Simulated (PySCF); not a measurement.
# Electron correlation in Ne⁺ (neon, charge +1)

[He] 2s1 2p6, 2S determinant (an excited configuration). Computed with PySCF 2.14 in x2c-QZVPPall with one added diffuse shell each of s, p, d, f type (8s5p4d3f1g, 73 functions), with scalar relativity by spin-free X2C-1e. Frozen: nothing; 9 electrons correlated.

MP2 pair energies summed by pair of shells (mhartree):

```tsv
pair	energy	share (%)
2p-2p	-257.31	80.3
2s-2p	-36.85	11.5
1s-1s	-14.09	4.4
1s-2p	-10.84	3.4
1s-2s	-1.38	0.4
```

Total MP2 correlation energy: -320.47 mhartree.

Same-spin part -66.93 and opposite-spin part -253.54 mhartree; SCS-MP2 scales them by 1/3 and 6/5 to -326.56 mhartree.

This basis was not built for core-valence correlation, so the inner-shell part is incomplete.
